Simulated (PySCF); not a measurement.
Species: C2H9Al2FO2.
SMILES: `C[O+]1[AlH2-][O+](C)[AlH-]1[F]`

All values: CAM-B3LYP/def2-SVPD (PySCF, non-relativistic), on one gas-phase PBE0-D3(BJ)/def2-SVP geometry that isn't relaxed in the solvent. The solvent is an IEF-PCM continuum (van der Waals radii × 1.2), and excitations are vertical TDDFT with non-equilibrium linear response and a frozen core. Only the electrostatic response of the medium enters.

Gas-phase singlets (H = HOMO, L = LUMO):

```
state  E (eV)  λ (nm)      f  leading configurations
   S1   6.405     194  0.000      H→L 86%, H→L+4 10%
   S2   7.538     164  0.066    H→L+3 48%, H→L+1 26%
   S3   7.710     161  0.038    H→L+1 45%, H→L+2 39%
   S4   7.754     160  0.008               H-1→L 74%
   S5   7.919     157  0.036     H-2→L 73%, H→L+3 8%
```

Question: What are the lowest 5 singlets in chloroform (ε = 4.711)?

Answer: 
```
state  E (eV)  λ (nm)      f  leading configurations  change by rank (eV)
   S1   6.634     187  0.000       H→L 86%, H→L+4 9%               +0.229
   S2   7.560     164  0.099    H→L+3 52%, H→L+1 27%               +0.022
   S3   7.821     159  0.068    H→L+2 45%, H→L+1 24%               +0.111
   S4   7.869     158  0.084    H-2→L 59%, H→L+2 11%               +0.115
   S5   7.877     157  0.014               H-1→L 64%               -0.042
```

Question: The ground-state energy changes by -0.300 eV from gas to chloroform. By how much does the total energy of gas-phase S1 change?

Answer: E(S1) = E(S0) + excitation energy, so it changes by -0.300 + 0.229 = -0.071 eV: it is lowered less than the ground state, which is what a blue shift means. This is the vertical state, with the slow part of the continuum still set for S0.

Question: How do the frontier levels move from gas to chloroform?

Answer: 
| orbital | gas (eV) | solvent (eV) | change (eV) |
| --- | --- | --- | --- |
| LUMO+2 | 1.22 | 1.28 | +0.06 |
| LUMO+1 | 0.72 | 0.88 | +0.16 |
| LUMO | 0.40 | 0.71 | +0.31 |
| HOMO | -9.32 | -9.31 | +0.01 |
| HOMO-1 | -10.23 | -10.20 | +0.03 |
| HOMO-2 | -10.67 | -10.33 | +0.34 |
| HOMO-3 | -11.16 | -11.03 | +0.13 |

The HOMO–LUMO gap goes from 9.72 to 10.02 eV.
